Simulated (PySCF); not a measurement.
## How the method moves the HOMO and LUMO of `BCB(F)F`

Compound: CH4B2F2.
Structure used (PBE0-D3(BJ)/def2-SVP), in Å, numbered top down from 1:
```
atom  x, y, z in Å
B1     0.799    0.560    0.871
C2     0.466   -0.270   -0.403
B3    -1.093   -0.321   -0.510
F4    -1.808   -1.202    0.168
F5    -1.771    0.520   -1.270
H6     0.907    0.021    1.948
H7     0.904    1.764    0.807
H8     0.817   -1.310   -0.306
H9     0.847    0.213   -1.316
```

Basis pcSseg-2 throughout (PySCF), one geometry. Isolated species at its PBE0-D3(BJ)/def2-SVP geometry (one conformer only).

**Question.** How do the orbital energies, the gap and the dipole change with the method?

**Answer.** 
```json
{"method": "OPBE", "kind": "GGA", "HOMO (eV)": "-7.90", "LUMO (eV)": "-2.66", "gap (eV)": "5.24", "μ (D)": "1.44", "SCF cycles": "13"}
{"method": "BLYP", "kind": "GGA", "HOMO (eV)": "-7.91", "LUMO (eV)": "-2.74", "gap (eV)": "5.18", "μ (D)": "1.46", "SCF cycles": "13"}
{"method": "LDA", "kind": "LDA", "HOMO (eV)": "-7.95", "LUMO (eV)": "-3.18", "gap (eV)": "4.77", "μ (D)": "1.49", "SCF cycles": "13"}
{"method": "PBE", "kind": "GGA", "HOMO (eV)": "-7.95", "LUMO (eV)": "-2.88", "gap (eV)": "5.07", "μ (D)": "1.45", "SCF cycles": "14"}
{"method": "B97-D", "kind": "GGA", "HOMO (eV)": "-8.00", "LUMO (eV)": "-2.66", "gap (eV)": "5.34", "μ (D)": "1.45", "SCF cycles": "13"}
{"method": "KT2", "kind": "GGA", "HOMO (eV)": "-8.03", "LUMO (eV)": "-2.90", "gap (eV)": "5.13", "μ (D)": "1.48", "SCF cycles": "14"}
{"method": "BP86", "kind": "GGA", "HOMO (eV)": "-8.06", "LUMO (eV)": "-2.92", "gap (eV)": "5.14", "μ (D)": "1.44", "SCF cycles": "12"}
{"method": "KT3", "kind": "GGA", "HOMO (eV)": "-8.12", "LUMO (eV)": "-2.79", "gap (eV)": "5.33", "μ (D)": "1.48", "SCF cycles": "14"}
{"method": "B97-2", "kind": "global hybrid", "HOMO (eV)": "-9.16", "LUMO (eV)": "-1.86", "gap (eV)": "7.30", "μ (D)": "1.54", "SCF cycles": "12"}
{"method": "B3LYP", "kind": "global hybrid", "HOMO (eV)": "-9.22", "LUMO (eV)": "-2.13", "gap (eV)": "7.09", "μ (D)": "1.54", "SCF cycles": "12"}
{"method": "PBE0", "kind": "global hybrid", "HOMO (eV)": "-9.39", "LUMO (eV)": "-1.89", "gap (eV)": "7.50", "μ (D)": "1.55", "SCF cycles": "12"}
{"method": "mPW1PW91", "kind": "global hybrid", "HOMO (eV)": "-9.44", "LUMO (eV)": "-1.89", "gap (eV)": "7.56", "μ (D)": "1.55", "SCF cycles": "12"}
{"method": "BHandHLYP", "kind": "global hybrid", "HOMO (eV)": "-10.82", "LUMO (eV)": "-0.88", "gap (eV)": "9.94", "μ (D)": "1.65", "SCF cycles": "11"}
{"method": "CAM-B3LYP", "kind": "range-separated hybrid", "HOMO (eV)": "-10.89", "LUMO (eV)": "-0.81", "gap (eV)": "10.08", "μ (D)": "1.58", "SCF cycles": "12"}
{"method": "wB97X-D", "kind": "range-separated hybrid", "HOMO (eV)": "-11.36", "LUMO (eV)": "0.03", "gap (eV)": "11.39", "μ (D)": "1.53", "SCF cycles": "13"}
{"method": "LC-wPBE", "kind": "range-separated hybrid", "HOMO (eV)": "-12.28", "LUMO (eV)": "0.42", "gap (eV)": "12.70", "μ (D)": "1.56", "SCF cycles": "12"}
{"method": "HF", "kind": "Hartree–Fock", "HOMO (eV)": "-12.97", "LUMO (eV)": "1.50", "gap (eV)": "14.47", "μ (D)": "1.73", "SCF cycles": "10"}
```

The HOMO spans 5.07 eV, from OPBE down to HF, and the gap runs from 4.77 eV (LDA) to 14.47 eV (HF). Over the methods OPBE (0 %), BLYP (0 %), LDA (0 %), PBE (0 %), B97-D (0 %), KT2 (0 %), BP86 (0 %), KT3 (0 %), B97-2 (21 %), B3LYP (20 %), PBE0 (25 %), mPW1PW91 (25 %), BHandHLYP (50 %), HF (100 %), a straight line through the gap against the share of exact exchange rises by 0.94 eV for each 10 % (correlation coefficient 0.999). The dipole ranges from 1.44 D (OPBE) to 1.73 D (HF). This basis has no diffuse functions.
